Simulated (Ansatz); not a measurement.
Reaction (substitution at a C–Cl bond): `C[SiH2]CCl` + `C=N` → `C=NC[SiH2]C` + HCl

Isolated molecules relaxed with PBE0-D4/def2-TZVP in Ansatz; ΔE leaves out vibrations. CBS: MP2 limit from def2 TZ/QZ plus the TZ coupled-cluster correction, frozen cores. This one scheme is used for every species. Functionals use def2-TZVPP. One conformer a species, not always the lowest.

```csv
level,ΔE (kJ/mol)
revPBE-D4,-15.4
CCSD/def2-SVP,-23.7
```

Problem. What does CCSD(T)/CBS give? (Best estimate.)

Solution. Computed: -10.4 kJ/mol. The listed levels differ from it by -5.0, -13.3 kJ/mol.

Problem. What do rigid-rotor, harmonic-oscillator terms from PBE0-D4/def2-TZVP frequencies (298.15 K, 1 bar) make of the CCSD(T)/CBS value? (Estimate.)

Solution. Ansatz gave: ΔZPE = -7.9 kJ/mol, ΔH = -17.1 kJ/mol, ΔS = -22 J/(mol·K), ΔG = -10.4 kJ/mol.

Largest T1 diagnostic among the species: 0.012.

Leaving LDA and LC-ωPBE aside and taking each functional with its dispersion term where it has one, the values, not all of them listed here, spread over 5.3 kJ/mol, from revPBE-D4 to ωB97M-V. LDA lies −13.3 kJ/mol from PBE without D4. At CCSD(T), def2-SVP lies −14.7 kJ/mol from the extrapolated value and def2-TZVPP −3.2 kJ/mol. In def2-TZVPP, CCSD(T) changes the Hartree–Fock value by −9.1 kJ/mol (the triples alone add −0.8 kJ/mol) and MP2 by −11.2 kJ/mol.

CCSD(T)/CBS has its own doubt, a few kJ/mol and more with outer-core shells, so smaller differences from it don't rank the levels.
